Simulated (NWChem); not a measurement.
**Correlation energy of HClSi**

```
Si
H 1 1.5382
Cl 1 2.0903 2 95.27
```
Charge 0, spin multiplicity 1.

All runs are NWChem calculations. The geometry was optimised at PBE0/def2-SVP, a minimum by its harmonic frequencies.

Basis set: cc-pVTZ. Each correlation energy counts from its own Hartree-Fock reference.

The correlated methods keep 10 core orbitals frozen. The structure started from a generated list of species. No row is a measurement; the coupled-cluster row has its own basis-set and correlation limits.

Q: One of these methods gave a correlation energy of -332.8 mHa. Which?
A) SCS-MP2
B) CCSD+T(CCSD)
C) MP2
D) CR-CCSD(T)

A: D, CR-CCSD(T). The others give -335.8 (CCSD+T(CCSD)), -291.3 (SCS-MP2), -288.5 (MP2).
